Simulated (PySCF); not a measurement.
**How methods differ on the interval between two levels of Zr**

Zr [Kr] 4d2 5s2 [3F4, M_J = 4] → Zr [Kr] 4d3 5s1 [5F5, M_J = 5], as a difference of total energies. Computed with PySCF 2.14 in x2c-TZVPall-2c with one added diffuse shell each of s, p, d type (9s10p8d1f, 86 functions), with the two-component X2C-1e Hamiltonian. Correlated levels: [Ar] 3d10 frozen; the 6 highest virtual spinors dropped. "Screened" scales the spin-orbit matrix elements by Boettger's factors to mimic the two-electron term; Breit and QED terms are absent.

```
                    method  interval between two levels (cm⁻¹)
           GHF (spin-free)                             -88.883
          GMP2 (spin-free)                              4052.2
 GHF (screened spin-orbit)                             -188.24
GMP2 (screened spin-orbit)                              3938.1
```

The spin-free rows relax to the high-spin LS determinant and lack the spin-orbit shift.

Errors of the correlated levels include the incompleteness of this basis and the frozen core.

The labels give the starting determinants; with spin-orbit coupling the two ends relaxed to ⟨J²⟩ = 20.31, ⟨L²⟩ = 12.15, ⟨S²⟩ = 2.08 and ⟨J²⟩ = 30.01, ⟨L²⟩ = 12.03, ⟨S²⟩ = 6.01.

The determinant of the lower state mixes levels of different J (the jj label is only the starting occupation), so the difference between spin-free and spin-orbit rows is not the physical spin-orbit shift.

For comparison: 4648.1 cm⁻¹ (measured; NIST Handbook of Basic Atomic Spectroscopic Data (Sansonetti and Martin, J. Phys. Chem. Ref. Data 34, 1559 (2005))).
